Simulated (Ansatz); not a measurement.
A nudged elastic band was laid between two geometries of C2H9GeNOSi (15 atoms, charge 0, multiplicity 1).

The calculation used RHF/def2-SVP in Ansatz 0.2.0.

```
movable images  : 7
climbing image  : yes
spring          : 5.0 eV/Å²
optimiser       : quadratic models (default)
start path      : through a guess of the saddle point
force threshold : 0.03 eV/Å
iteration limit : 47
end points      : relaxed
```

First end point:

```xyz
15
Properties=species:S:1:pos:R:3
C -1.632 0.767 1.894
N -0.662 0.260 1.299
Si -0.624 -0.315 -0.357
C -0.289 -2.154 -0.336
O 0.565 0.492 -1.135
Ge 2.040 1.435 -0.950
H -2.621 0.922 1.441
H -1.551 1.098 2.933
H -1.916 -0.024 -1.029
H -0.192 -2.541 -1.353
H 0.636 -2.370 0.202
H -1.100 -2.695 0.156
H 1.735 2.683 -0.116
H 3.100 0.569 -0.261
H 2.489 1.822 -2.360
```

Last end point:

```xyz
15
Properties=species:S:1:pos:R:3
C -1.658 0.755 1.838
N -0.676 0.247 1.263
Si -0.599 -0.322 -0.394
C -0.311 -2.169 -0.374
O 0.638 0.459 -1.122
Ge 2.065 1.455 -0.850
H -2.636 0.915 1.365
H -1.596 1.083 2.880
H -1.860 0.004 -1.107
H -1.160 -2.693 0.073
H -0.171 -2.551 -1.387
H 0.581 -2.411 0.209
H 1.638 2.765 -0.181
H 3.047 0.688 0.041
H 2.676 1.724 -2.225
```

Question: Which bonds break or form, and what moves?

Answer: No bond is made or broken. The dihedral O5–Si3–C4–H10 goes from -58 to -177°.

Question: Give the energies along the band, and the barrier.

Answer: It converged. The highest image is number 2 of 0 to 8, 6.5 kJ/mol above the ends, which have the same energy within 2 meV. The profile has 2 maxima (images 2, 6) with wells between them (image 4): this band takes more than one step, which may be the mechanism or a detour left from its start path. A vibrational analysis at the climbing image gives one clearly imaginary mode, 147i cm⁻¹, and a faint second one (15i cm⁻¹) that may be numerical noise or a soft torsion: probably a first-order saddle point.

```csv
image,path coordinate (Å),energy (kJ/mol),dihedral O5–Si3–C4–H10 (°)
0,0.00,0.0,-58
1,1.06,1.9,-41
2,2.11,6.5,-8
3,3.07,4.7,26
4,4.03,1.0,58
5,4.99,2.3,86
6,5.95,5.9,119
7,6.91,3.0,152
8,7.86,-0.1,-177
```

Question: What is the geometry of the highest image?

Answer: 
```xyz
15
Properties=species:S:1:pos:R:3
C -1.538 0.807 1.884
N -0.608 0.147 1.380
Si -0.509 -0.405 -0.282
C -0.438 -2.279 -0.303
O 0.846 0.222 -0.946
Ge 2.035 1.517 -0.990
H -2.431 1.134 1.335
H -1.513 1.108 2.936
H -1.693 0.096 -1.030
H 0.431 -2.615 -0.873
H -0.351 -2.673 0.712
H -1.331 -2.711 -0.761
H 1.570 2.659 -0.080
H 3.373 0.949 -0.511
H 2.135 1.994 -2.441
```

The band took 45 iterations and roughly 40 core-minutes.

Time of the run: 21 min on 2 threads of Arm Neoverse V1, with other jobs on the host, peak memory 0.48 GiB.
